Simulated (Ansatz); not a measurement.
## How methods differ on InNH3 (SMILES [NH2][InH])

InNH3 has 5 atoms, charge 0, and is taken as a doublet. SMILES: `[NH2][InH]`. The shape was relaxed beforehand at wB97X-V/def2-SVP. This is one conformer, not always the lowest.

```xyz
5

N    -0.1783   -0.7750    0.1637
In    0.8160    0.9833    0.3417
H    -0.9169   -0.9477   -0.5130
H    -0.0156   -1.5951    0.7388
H     0.3447    2.2606   -0.7727
```

Quantity: the dissociation energy of the H5–In2 bond into doublet H and singlet InNH2 (shapes relaxed at wB97X-V/def2-SVP, no zero-point term), in eV. The values are calculated.

```tsv
level	kind	program	value (eV)	CPU time (all runs)
UHF/def2-TZVPP (core potential)	Hartree–Fock	Ansatz	1.05	3 s
USVWN5/def2-TZVPP (core potential)	LDA	Ansatz	1.45	2.9 s
UBLYP/def2-TZVPP (core potential)	GGA	Ansatz	1.05	6 s
U-r2SCAN/def2-TZVPP (core potential)	meta-GGA	Ansatz	1.34	11 s
UB3LYP/def2-TZVPP (core potential)	global hybrid	Ansatz	1.15	6.5 s
U-wB97M-V/def2-TZVPP (core potential)	range-separated hybrid	Ansatz	1.27	26 s
UB2PLYP/def2-TZVPP (core potential)	double hybrid	Ansatz	1.13	13 s
RPA@PBE/def2-TZVPP (core potential)	RPA	Ansatz	1.18	12 s
```

Spin-orbit coupling, which can split open shells on such heavy atoms by tenths of an eV, is left out. The values span 1.05 to 1.45 eV. A fragment with an even electron count was run as a singlet and may have a lower triplet. Measured bond enthalpies also hold zero-point and thermal terms, a few tenths of an eV less. Times are those of the runs behind each value, whatever else they computed, on shared processors of several kinds: orders of magnitude only.
